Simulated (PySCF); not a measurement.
Isomers of C8H9F, from PBE0-D3(BJ)/def2-SVP geometry optimisation, gas phase (PySCF 2.14.0). One conformer each, no zero-point energy, no frequencies.

Problem. Which is lower in electronic energy at this level?
A. `[CH3:1][CH2:2][c:3]1[cH:4][cH:5][c:6]([F:7])[cH:8][cH:9]1` with C1–C2–C3–C4 89°: A = 4436, B = 929.9, C = 825.1 MHz, dipole 1.75 D
B. `CC1=C[C@@]2(C=C1)C[C@H]2F`: A = 3334, B = 1145, C = 966.3 MHz, dipole 1.29 D

Solution. A. That is `CCc1ccc(F)cc1` (1-ethyl-4-fluorobenzene), 42.5 kcal/mol below the other.

```tsv
SMILES	mapped SMILES	E (Eh)	relative (kcal/mol)	relative (kJ/mol)	dipole (D)
CCc1ccc(F)cc1	[CH3:1][CH2:2][c:3]1[cH:4][cH:5][c:6]([F:7])[cH:8][cH:9]1	-409.36673	0.0	0.0	1.75
CC1=C[C@@]2(C=C1)C[C@H]2F	[CH3:1][C:2]1=[CH:3][C@@:4]2([CH:5]=[CH:6]1)[CH2:7][C@H:8]2[F:9]	-409.29896	42.5	177.9	1.29
```

As drawn, the lower has an aromatic ring, which the higher lacks; the higher has a three-membered ring, a C=C bond outside aromatic rings and a quaternary carbon, which the lower lacks.
